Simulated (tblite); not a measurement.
Run record: tight-binding relaxation, `C/C=N/C1=C(N)C=NS1`.

Computed with GFN2-xTB geometry optimisation, gas phase (tblite 0.8.0). Start geometry: from a force field or distance geometry. The command runs a driver script over a list of jobs; the input below is this job's line of settings and its coordinates in Å.

Command:
```bash
OMP_NUM_THREADS=1 python probes_run.py task.json out
```

Input:
```
{"job": {"kind": "relax", "xc": "GFN2-xTB", "basis": "xTB"}, "charge": 0, "multiplicity": 1}
C      3.023900     0.097700     0.337300
C      1.627900    -0.016300    -0.183200
N      0.748100    -0.784200     0.317300
C     -0.546800    -0.772700    -0.306100
S     -0.910000    -1.744400    -1.583600
N     -2.602000    -1.149000    -1.705600
C     -2.739400    -0.247500    -0.729700
C     -1.626200    -0.045000     0.039900
N     -1.617700     0.888600     1.137500
H      3.419500    -0.827300     0.783100
H      3.649100     0.285300    -0.576400
H      3.155200     0.982500     0.976900
H      1.362600     0.595400    -1.028100
H     -3.695700     0.273800    -0.574200
H     -0.729400     1.337400     1.434200
H     -2.526900     1.134800     1.649300
```

Output:
```
step      E/eV     max force
  0    -713.27773    5.108
  1    -713.87671    1.885
  2    -714.04297    0.934
  3    -714.09011    0.607
  4    -714.11045    0.386
  5    -714.13256    0.402
  6    -714.14393    0.336
  7    -714.16259    0.379
  8    -714.18104    0.398
  9    -714.20162    0.463
... (127 lines left out)
137    -714.66723    0.029
138    -714.66737    0.037
139    -714.66757    0.046
140    -714.66780    0.042
141    -714.66799    0.035
142    -714.66812    0.035
143    -714.66820    0.023
144    -714.66826    0.025
145    -714.66830    0.015
146    -714.66832    0.007
```

«max force» is the largest atomic force in eV/Å.

Problem. From which step on does the largest force stay under 0.1 eV/Å, and how much energy is left to gain from there?

Solution. From step 122 (0.057 eV/Å), 2.8 meV above the end.

Summary of the converged run: energy lowered by 32.1 kcal/mol over 146 steps; largest atomic force 0.007 eV/Å at the end.

Problem. Give the final coordinates.

Solution. 0.849 Å rms from the input after alignment:
```
atom  x, y, z in Å
C1     3.0863    0.1455    0.2735
C2     1.8036   -0.1007   -0.4284
N3     0.6927    0.0676    0.1617
C4    -0.5016   -0.1505   -0.4179
S5    -0.8174   -0.7862   -2.0346
N6    -2.4336   -0.7381   -1.8453
C7    -2.7782   -0.2733   -0.6762
C8    -1.7245    0.0848    0.1964
N9    -1.8697    0.6617    1.4324
H10    2.9031    0.4643    1.2957
H11    3.6877   -0.7632    0.2764
H12    3.6544    0.9132   -0.2513
H13    1.8623   -0.4313   -1.4727
H14   -3.8259   -0.1926   -0.4402
H15   -1.0288    0.6624    1.9888
H16   -2.7183    0.4455    1.9301
```

On one thread, AMD EPYC (x86_64) (shared host), this took 3.5 s.
Labels such as C1 count atoms from 1, the log's own numbers from 0.
